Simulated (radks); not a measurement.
Dy3+, configuration [Xe] 4f9 (the NIST ground configuration).

Calculated with a radial shooting solver on a logarithmic mesh with Libxc functionals: non-relativistic Kohn-Sham, LDA (Slater exchange, Perdew-Wang correlation), spin-unpolarised, spherical densities, point nucleus; relativity is left out, which matters for an element this heavy.

Energy parts (eV):
part                      energy
total                 -316634.88
kinetic                316505.93
electron-nucleus      -750578.73
Hartree                124087.30
exchange-correlation    -6649.38

Orbitals (lengths in bohr, moments of r in powers of bohr; r(90%) holds 90 % of the orbital's charge):
orbital  occ.  eigenvalue (eV)      <r^2>  r(90%)      <r>   <1/r>
1s          2        -50189.80  0.0007065  0.0409  0.02299   65.42
2s          2        -8070.266    0.01119   0.150  0.09771   15.24
2p          6        -7695.054   0.008311   0.134  0.08279   15.27
3s          2        -1811.194    0.07203   0.367   0.2514   5.768
3p          6        -1642.245    0.06721   0.359   0.2411   5.714
3d         10        -1326.367    0.05333   0.331   0.2133   5.620
4s          2        -375.1084     0.3612   0.812   0.5659   2.468
4p          6        -308.1650     0.3798   0.840   0.5780   2.375
4d         10        -188.0274     0.4298   0.914   0.6088   2.170
4f          9         -39.4681     0.7649    1.31   0.7727   1.672
5s          2         -70.8918      2.087    1.96    1.364  0.9619
5p          6         -52.4319      2.597    2.21    1.517  0.8568
5d          0         -25.7449      4.923    3.11    2.072  0.6144
6s          0         -21.6980      11.07    4.46    3.153  0.4062

The highest occupied level is 4f at -39.468 eV. Summed over all electrons, <r^2> = 35.10 bohr^2, which gives a Langevin (diamagnetic) susceptibility term of -27.8 x 10^-6 cm^3/mol. Virial ratio -V/T = 2.00041. The electron density at the nucleus is 2.045e+05 e/bohr^3.
